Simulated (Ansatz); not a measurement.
triplet silylene (H2Si), triplet, geometry from GFN2-xTB. Base run: MP2/cc-pVDZ (Ansatz, a quantum-chemistry and plane-wave program).

The Ansatz input:
Ansatz 0.2 input:
```yaml
crystal:
  periodic: [false, false, false]
  atoms:
    - {symbol: Si, position_ang: [-0.00639139, -0.00195053, 0.08523542]}
    - {symbol: H, position_ang: [0.04566728, 1.28384221, -0.56751131]}
    - {symbol: H, position_ang: [0.04381220, -1.25653473, -0.62578461]}
basis:
  gaussian:
    orbitals: cc-pVDZ
magnetization: {spin_polarized: true, initial_magnetization: 2}
correlation: {method: mp2}
```

The base run was repeated with changes; each row names its change, and settings that it needs were set with it.

| change | ΔE vs base (mEh) | MP2 correlation (Eh) | basis functions |
|---|---|---|---|
| base | 0.000 | -0.07232 | 28 |
| electrons = outside_noble_gas | 0.000 | -0.07232 | 28 |
| accuracy = high | -0.001 | -0.07232 | 28 |
| method = rpa | (withheld) | - | 28 |
| method = ccsd | -21.668 | -0.07232 | 28 |
| method = ccsd_t | -23.439 | -0.07232 | 28 |
| fitting = cc-pVTZ-JKFIT (mean field), cc-pVTZ-RIFIT (correlation) | 0.018 | -0.07231 | 28 |
| lower_state_search = off | 0.000 | -0.07232 | 28 |
| method = bccd | -21.582 | -0.07232 | 28 |
| method = bccd_t | -23.435 | -0.07232 | 28 |

### Question
Fill in the missing entries.

### Answer

- method = rpa, ΔE vs base (mEh): -38.527
